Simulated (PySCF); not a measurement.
H6F2Ge2Si, SMILES F[Si](F)([GeH3])[GeH3] at its PBE0/def2-SVP optimised geometry (Å):

```
11

F      1.7079    -1.4962    -0.1127
Si     1.2035     0.0460     0.0000
F      1.6984     0.7816    -1.3640
Ge     2.3430     1.0574     1.8319
Ge    -1.1791     0.0460     0.0000
H      1.9174     2.5312     1.9562
H      1.9799     0.3262     3.1364
H      3.8634     0.9846     1.6142
H     -1.7079    -0.6811    -1.2475
H     -1.6945     1.4962     0.0000
H     -1.7004    -0.6642     1.2619
```

Calculation: PBE0/def2-TZVP in PySCF 2.14.0. Cells within 0.4 Å of a nucleus heavier than hydrogen are left out (blank, or x).

Map of the log10 of the electron density (e/bohr³), floored at −4 on the plane z = 0.0 Å:

```
|0000000000000000000000000000000|
|0000000000000000000000000000000|
|0000000000000000000000000000000|
|0000000111110000000000000000000|
|0000011222221100000011111100000|
|0000122333322211001111111110000|
|0001223444433221111122222111100|
|0001234455544322222222222221111|
|0012344566654433233333333222211|
|0012345677665443333444443332221|
|0012345677765544444455544333222|
|0012345677766555555555554433222|
|0112345667776665556666655433222|
|0112345667998666666776655433222|
|0112345679xx9766668xx8655433221|
|0112345679xxx766679xxx655433211|
|0112345678xx9766667xx7655432211|
|0112345567887666666777665432110|
|0012344566666655556677766532110|
|0012234455555555556788876543200|
|001123344444444445678xx87543200|
|000122333444333345679xx87543100|
|0000112233332222345789886542100|
|0000011222222112345677765432100|
|0000000111111111234556654321000|
|0000000000000000123344443221000|
|0000000000000000012233322110000|
|0000000000000000000111111000000|
|0000000000000000000000000000000|
|0000000000000000000000000000000|
|0000000000000000000000000000000|
```
Scale: ten equal steps from -4.00 (start of '0') to 0.343 (end of '9'), in the order '0123456789'; x runs from -4.00 to 4.00, y from -4.00 (bottom) to 4.00 (top).
